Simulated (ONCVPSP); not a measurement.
**LDA (Perdew-Wang 92) ONCV dataset for rubidium, scalar-relativistic all-electron reference.**

Rb (Z = 37), optimised norm-conserving Vanderbilt (ONCV), made with ONCVPSP 4.0.1 (LDA (Perdew-Wang 92), scalar-relativistic). Core [Ar] 3d10, reference 4s2 4p6 5s0.75 5p0.25. Waves: 4s+5s: rc 2.05 bohr, ncon 5, nbas 9, qcut 4.5 1/bohr, 2 projectors; 4p+5p: rc 2.80 bohr, ncon 4, nbas 7, qcut 5.2 1/bohr, 2 projectors; d scattering state at 0.02 Ha: rc 2.80 bohr, ncon 4, nbas 7, qcut 3.7 1/bohr, 2 projectors, debl 3.1 Ha; f scattering state at 0.08 Ha: rc 2.40 bohr, ncon 5, nbas 9, qcut 4.9 1/bohr, 2 projectors, debl 1 Ha. Local part: polynomial inside 1.40 bohr (lpopt 5, dvloc0 3 Ha). Core correction: Teter function, fcfact 2.25, rcfact 1.55.

All-electron outer shells of the reference configuration (LDA (PZ), scalar-relativistic, ld1.x):

| shell | level (eV) | outermost node (bohr) | outermost maximum (bohr) |
| --- | --- | --- | --- |
| 3d | -104.60 | – | 0.39 |
| 4s | -32.35 | 0.62 | 1.25 |
| 4p | -16.40 | 0.64 | 1.42 |
| 5s | -2.56 | 1.78 | 4.22 |
| 5p | -0.97 | 2.20 | 6.14 |

(1) Estimate the cutoffs (Ha) at which the residual kinetic energy of the hardest occupied pseudo-wave falls to 1 and 0.1 mHa per electron.

(2) What does a ghost test show?

(3) Which valence shell sets the plane-wave cutoff?

(4) Tests: 4s2 4p6 5s1 5p0; 4s2 4p6 5s0 5p0; 4s2 4p6 5s0.5 5p0; 4s2 4p5 5s1 5p0. Which has the largest error in its energy relative to the reference configuration, and how large is it?

## Answers

(1) 10 Ha and 46 Ha.

(2) No bound ghost flagged; GHOST(+) flagged for s at 161.8 eV.

(3) 4s: 10 Ha for 1 mHa per electron, against 8 Ha for 5s.

(4) 4s2 4p5 5s1 5p0, with -21 meV (all-electron minus pseudo) on +20.84 eV.
